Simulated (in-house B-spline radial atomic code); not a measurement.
**TDHF excitations of Nb11+**

Method: TDHF. Computed with an all-electron radial atomic-structure program (B-spline basis): linear response of the closed shell [Ar] 3d10 4s2 with bare exchange (time-dependent Hartree-Fock); non-relativistic, point nucleus, no spin-orbit coupling, no double excitations, S, P, D and F terms only; shells from n = 2 respond. Only terms of natural parity with L up to 3 were computed.

Without relativity these are model numbers for so heavy an element.

Command:
```bash
python run_td.py task.json out
```
Settings (radii: box in bohr, nucleus in fm):
```
Z                        41
electrons                30
configuration            [Ar] 3d10 4s2
hamiltonian              nr
method                   hf
box_radius               9.07
intervals                52
```

Cost of the run: 1.3 s on 1 thread of Arm Neoverse N1, with other jobs on the host.

The lowest states, in the order of their Tamm-Dancoff energies; the method's threshold (minus the highest occupied level) is 239.55 eV. Labels give the largest channel, * marks a mixed state, and oscillator strengths are full-response dipole values. Energies in eV:

| state | full response | Tamm-Dancoff | oscillator strength |
| --- | --- | --- | --- |
| 4s → 4p 3P | 19.811 | 20.520 | - |
| 4s → 4p 1P | 29.760 | 30.46 | 1.31 |
| 4s → 4d 3D | 66.12 | 66.17 | - |
| 4s → 4d 1D | 70.38 | 70.46 | - |
| 4s → 5s 3S | 108.80 | 108.81 | - |
| 4s → 4f 3F | 109.32 | 109.35 | - |
| 4s → 5s 1S | 110.90 | 110.95 | - |
| 4s → 4f 1F | 111.54 | 111.56 | - |
| 4s → 5p 3P | 120.24 | 120.25 | - |
| 4s → 5p 1P | ? | ? | ? |
| 4s → 5d 3D | 138.49 | 138.49 | - |
| 4s → 5d 1D | 139.13 | 139.14 | - |
| 4s → 5f 3F | 156.73 | 156.74 | - |
| 4s → 5f 1F | ? | ? | - |
| 4s → 6s 3S | 157.50 | 157.51 | - |
| 4s → 6s 1S | 158.19 | 158.21 | - |

(1) Where does 4s → 5f 1F lie?

(2) Where does 4s → 5p 1P lie?

(3) How large is the singlet-triplet splitting of 4s → 4p (P terms) in Tamm-Dancoff?

(4) What polarisabilities and dispersion coefficient does the method give?

## Answers

(1) At 157.21 eV in full response, 157.22 eV in Tamm-Dancoff.

(2) At 121.18 eV in full response, 121.22 eV in Tamm-Dancoff, oscillator strength 0.233.

(3) 9.94 eV, from the unrounded values.

(4) Dipole 1.183 bohr³, quadrupole 0.6108 bohr⁵, C6 1.339 hartree·bohr⁶ for two such species.
